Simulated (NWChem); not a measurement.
System: PbH$_{2}$O$_{2}$, singlet; SMILES [Pb]([OH])[OH]

```xyz
5

Pb     0.2721     0.0332     0.0000
O     -1.3084     1.4061     0.0000
H     -2.1408     0.9120     0.0000
O     -1.1213    -1.5558     0.0000
H     -0.7306    -2.4375     0.0000
```
Atoms are numbered in this order, from 1.

All runs: NWChem. Low-valent species are run as closed-shell singlets; no triplet was tried in these runs. Geometry: optimised at PBE0/def2-SVP. def2 effective core potentials on Pb; no spin-orbit coupling. Hybrids' shares of exact exchange are those that their runs print; pure functionals count as 0. The functionals differ in more than this share.

| row | share of exact exchange | orbital gap (eV) |
|---|---|---|
| PBE/def2-SVP | 0.00 | 3.49 |
| BLYP/def2-SVP | 0.00 | 3.41 |
| B3LYP/def2-SVP | 0.20 | 5.04 |
| B3PW91/def2-SVP | 0.20 | 5.15 |
| PW6B95/def2-SVP | 0.28 | withheld |
| Hartree-Fock/def2-SVP | 1.00 | 10.94 |

Q: Fit a straight line of the last column on the one before it, predict the withheld value, and compare with the run.

A: 
1. Means of the 5 shown rows: x = 0.280, y = 5.606. Slope Σ(x − x̄)(y − ȳ)/Σ(x − x̄)² = 5.130/0.6880 = 7.456; intercept 3.518.
2. The shown rows scatter about the line by 0.083 (root mean square); the largest residual is +0.14, at B3PW91/def2-SVP.
3. At x = 0.28 (PW6B95/def2-SVP; inside the shown range) the line gives 5.61.
4. The run gives 5.63, +0.02 from the line, 0.2 times the scatter.
